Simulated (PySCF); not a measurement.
# NMR problem set

Equivalent nuclei averaged, gas phase, single conformer, no relativistic terms. σ from GIAO-PBE0/pcSseg-1; GFN2-xTB structure; PySCF 2.14.0 with density-fitted response routines.

δ = σ(ref) − σ, references computed at the same level: ¹H (σ = 31.72 ppm) and ¹³C (σ = 186.93 ppm) against TMS. Splittings of carbon signals by F and P are missing where no couplings were computed. Where no couplings were computed, multiplicities follow the n + 1 count of equivalent neighbours, and m marks all less simple cases (inequivalent or close neighbours, rings, F or P nearby). Shifts are as computed. Against solution values, carbons near 30 ppm lie about +3 ppm off and those near 130 ppm about +5 ppm. Of 1211 compounds with measured shifts, 218 miss one by over three times the rms of a fit or turn the order of signals round; such compounds aren't used in these exercises.

**Question.** C2H8F2Si3. ¹H NMR (600 MHz, computed): δ 6.69 (m, 1H), 4.97 (m, 1H), 4.69 (m, 1H), 4.69 (m, 1H), 4.66 (m, 1H), 4.53 (m, 1H), 0.71 (m, 1H), 0.65 (m, 1H). ¹³C{¹H} NMR (computed): δ 130.7, -2.9. Identify the compound.

**Answer.** `InChI=1S/C2H8F2Si3/c3-2(4)7-1-5-6-7/h2,7H,1,5-6H2/t7-/m1/s1`. The formula gives 1 degree of unsaturation (1 ring in the answer). 2 carbon signals for 2 carbons: no two carbons are equivalent. Carbon types of the structure: 1 × CH, 1 × CH2, leaving 5 H on heteroatoms. δC 130.7: sp3 CH bonded to 2 F and Si; 2 electronegative neighbours deshield it. δC -2.9: sp3 CH2 bonded to 2 Si; an electropositive neighbour leaves it electron-rich and shielded. δH 6.69: hydrogen on an sp3 CH bonded to 2 F and Si; its carbon carries F, which withdraws density. δH 0.71, 0.65: hydrogen on an sp3 CH2 bonded to 2 Si; an electropositive neighbour shields it, as in TMS itself.

The data come from this structure; uniqueness wasn't tested.

**Question.** C4H17NSi3. ¹H NMR (400 MHz, computed): δ 4.74 (s, 6H), 1.08 (t, 3H), 0.67 (q, 2H), 0.23 (s, 6H). ¹³C{¹H} NMR (computed): δ 12.6 (CH2), 8.9 (CH3), -1.1 (CH3). Identify the compound.

**Answer.** SMILES CC[Si](C)(C)N([SiH3])[SiH3]. Rings plus π bonds: 0. 3 carbon signals for 4 carbons: some carbons are equivalent by symmetry or fast rotation. Carbon types of the structure: 1 × CH2, 3 × CH3, leaving 6 H on heteroatoms. δC 8.9: methyl carbon; aliphatic region, no heteroatom directly attached. δC -1.1: methyl carbon bonded to Si; an electropositive neighbour leaves it electron-rich and shielded. δH 0.67: hydrogen on an sp3 CH2 bonded to Si; an electropositive neighbour shields it, as in TMS itself. δH 0.23: hydrogen on a methyl carbon bonded to Si; an electropositive neighbour shields it, as in TMS itself.

The data come from this structure; uniqueness wasn't tested.
